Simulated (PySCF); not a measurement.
# Diatomic cations of K with the fourth-period p block

r²SCAN with double-zeta basis sets in PySCF, for the lowest determinant that a PBE0 search found; no spin–orbit coupling. De refers to high-spin ground-configuration atoms (the charge goes to the atom of lower measured ionisation energy or higher electron affinity, which is not always the lowest computed limit). A positive dipole points towards K; it is taken about the centre of mass and depends on that origin.

```tsv
M	basis	charged atom	state (unpaired electrons)	Re (Å)	ωe (cm⁻¹)	De (eV)	μ (D)
Ga	def2-SVP	K+	doublet (σ ↑)	3.996	69.5	0.53	8.96
Ge	x2c-SVPall	K+	triplet (σ ↑, π ↑)	3.784	68.7	0.30	9.92
As	pcseg-1	K+	quartet (σ ↑, π ↑↑)	3.674	62.9	0.15	10.13
Se	def2-SVP	K+	triplet (π ↑↑)	3.522	87.1	0.38	9.91
Br	x2c-SVPall	K+	doublet (π ↑)	3.437	82.0	0.26	9.90
```

**Question.** By what factor does the well depth vary along the series?

**Answer.** At r²SCAN it runs from 0.15 eV (KAs⁺) to 0.53 eV (KGa⁺), a factor of 3.53.

The rows differ in basis set, which adds steps of its own.

The state changes along the series, so neighbouring rows are not always alike in their bonding.

Weak bonds: KAs⁺, KBr⁺, KGe⁺, KSe⁺. Basis-set superposition, not corrected here, can be much of De in a small basis, most of all at correlated wavefunction levels. Spin–orbit coupling is left out. For an ion De counts to the pair picked by the measured ionisation energies or electron affinities, which need not be the lowest pair at this level. States were picked by a PBE0 search and need not be the measured ground states.
